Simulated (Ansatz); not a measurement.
Total energies of Cl3GeHSe, SMILES `[Cl][Ge]([Cl])([Cl])[SeH]`.

```xyz
6

Cl    1.6396    0.8165    1.2647
Ge    0.3519   -0.2952   -0.0190
Cl    1.5287   -1.2333   -1.5223
Cl   -0.5486   -1.8049    1.1859
Se   -1.2098    1.0421   -1.1009
H    -1.7617    1.4748    0.1915
```

Total charge 0; spin multiplicity 1. Correlated methods include outer-core shells of Ge, Se, which these sets cover unevenly. Scalar relativity is left out up to krypton. All single points use the PBE0-D4/def2-TZVP geometry. It is one conformer, not always the lowest. Basis def2-TZVPP, Ansatz 0.2.0.

RPA on PBE orbitals: Hartree–Fock energy of these orbitals -5854.41847 Eh, correlation -1.68917 Eh (frozen core).

| functional | kind | energy without D4 (Eh) | D4 term (kJ/mol) |
| --- | --- | --- | --- |
| r2SCAN | meta-GGA | -5859.86092 | -6.3 |
| B3LYP | global hybrid, 20 % | -5860.08437 | -46.9 |

Give the same for LDA (SPW92), PBE, revPBE, BLYP, B97M-V, PBE0, r2SCANh, r2SCAN0, HSE06 (plane-wave form), BHLYP, CAM-B3LYP, LC-ωPBE, ωB97X-V, ωB97M-V, B2PLYP, PBE-QIDH. (An estimate is asked.)

Computed: 
| functional | kind | energy without D4 (Eh) | D4 term (kJ/mol) |
| --- | --- | --- | --- |
| LDA (SPW92) | LDA | -5848.93677 | – |
| PBE | GGA | -5858.72937 | -28.3 |
| revPBE | GGA | -5859.34913 | -63.3 |
| BLYP | GGA | -5860.04339 | -59.4 |
| B97M-V | meta-GGA with VV10 | -5858.78544 | – |
| PBE0 | global hybrid, 25 % exact exchange | -5858.97089 | -24.7 |
| r2SCANh | meta-GGA hybrid, 10 % | -5859.84555 | -7.1 |
| r2SCAN0 | meta-GGA hybrid, 25 % | -5859.82438 | -8.0 |
| HSE06 (plane-wave form) | screened hybrid | -5858.95207 | -23.6 |
| BHLYP | global hybrid, 50 % | -5859.93176 | -43.8 |
| CAM-B3LYP | range-separated hybrid | -5860.24787 | -26.1 |
| LC-ωPBE | long-range corrected hybrid | -5858.98260 | – |
| ωB97X-V | range-separated hybrid GGA with VV10 | -5859.35112 | – |
| ωB97M-V | range-separated hybrid meta-GGA with VV10 | -5859.65467 | – |
| B2PLYP | double hybrid | -5858.83236 | – |
| PBE-QIDH | double hybrid | -5858.08051 | – |

B3LYP takes the VWN-RPA correlation (the form of Gaussian; ORCA's B3LYP/G). HSE06 is the plane-wave form, built on full-range PBE exchange. The double hybrids freeze the cores in their second-order part.

LC-ωPBE has ω = 0.4 bohr⁻¹.
